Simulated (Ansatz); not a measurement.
`C[CH2][Ge][Cl]` + `F[Si]Cl` → `[Cl][Ge][Cl]` + `CC[Si]F`  (redistribution)

Gas-phase electronic energies from Ansatz, PBE0-D4/def2-TZVP geometries. CBS: MP2 limit from def2 TZ/QZ plus the TZ coupled-cluster correction, frozen cores. This one scheme is used for every species. For Ge outer-core shells are correlated without core-valence functions, which leaves a few kJ/mol of doubt a bond. Scalar relativity is left out up to krypton. One conformer a species, not always the lowest.

| species | HF/def2-TZVPP energy (Eh) |
| --- | --- |
| `C[CH2][Ge][Cl]` | -2613.58367 |
| `F[Si]Cl` | -848.02232 |
| `[Cl][Ge][Cl]` | -2994.48221 |
| `CC[Si]F` | -467.12103 |

(1) Work out ΔE.

(2) What do rigid-rotor, harmonic-oscillator terms from PBE0-D4/def2-TZVP frequencies (298.15 K, 1 bar) make of the CCSD(T)/CBS value? (An estimate is asked.)

Largest T1 diagnostic among the species: 0.014.

Answers

(1) ΔE = (-2994.48221) + (-467.12103) − (-2613.58367) − (-848.02232) = 0.00275 Eh = +7.2 kJ/mol. CCSD(T)/CBS gives +16.1 kJ/mol.

(2) Computed: ΔZPE = -0.6 kJ/mol, ΔH = +15.8 kJ/mol, ΔS = -2 J/(mol·K), ΔG = +16.5 kJ/mol. Modes under 50 cm⁻¹ make the entropy rough.

At CCSD(T), def2-SVP lies −7.0 kJ/mol from the extrapolated value and def2-TZVPP +0.9 kJ/mol. Leaving LDA and LC-ωPBE aside and taking each functional with its dispersion term where it has one, the values, not all of them listed here, spread over 7.5 kJ/mol, from BLYP-D4 to PBE-QIDH. LDA lies +4.3 kJ/mol from PBE without D4. In def2-TZVPP, CCSD(T) changes the Hartree–Fock value by +9.7 kJ/mol (the triples alone add +0.7 kJ/mol) and MP2 by +12.8 kJ/mol.
